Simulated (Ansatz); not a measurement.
One change: `N[SiH2]C(F)F` becomes `F[CH](F)[AlH][SiH3]`.

Ansatz, PBE0-D4/def2-TZVP geometries, multiplicity 1. Each molecule was computed in one conformer, which needn't be the lowest. `F[CH](F)[AlH][SiH3]` holds a close contact that its SMILES doesn't draw: Al···F 1.99 Å.

```json
{"property": "HOMO energy (ωB97M-V/def2-TZVPP) / eV", "`N[SiH2]C(F)F`": "-9.99"}
{"property": "HOMO–LUMO gap (PBE/def2-TZVPP) / eV", "`N[SiH2]C(F)F`": "5.49"}
{"property": "LUMO energy (ωB97M-V/def2-TZVPP) / eV", "`N[SiH2]C(F)F`": "1.74"}
{"property": "size of the dipole moment (ωB97M-V/def2-TZVPP) / D", "`N[SiH2]C(F)F`": "2.99"}
{"property": "HOMO–LUMO gap (ωB97M-V/def2-TZVPP) / eV", "`N[SiH2]C(F)F`": "11.73"}
{"property": "HOMO energy (B3LYP/def2-TZVPP) / eV", "`N[SiH2]C(F)F`": "-7.43"}
```

Give the same properties after the change, and the shifts. (Best estimate.)

Ansatz gave: 
```tsv
property	`F[CH](F)[AlH][SiH3]`	shift
HOMO energy (ωB97M-V/def2-TZVPP) / eV	-9.69	0.30
HOMO–LUMO gap (PBE/def2-TZVPP) / eV	4.41	-1.08
LUMO energy (ωB97M-V/def2-TZVPP) / eV	0.37	-1.37
size of the dipole moment (ωB97M-V/def2-TZVPP) / D	1.16	-1.83
HOMO–LUMO gap (ωB97M-V/def2-TZVPP) / eV	10.05	-1.68
HOMO energy (B3LYP/def2-TZVPP) / eV	-7.47	-0.04
```

Dipoles are sizes alone; their direction can turn.

B3LYP here is the variant with VWN-RPA as its local correlation; programs differ in this.

Positive LUMOs are unbound, so they and the gaps depend on the basis.
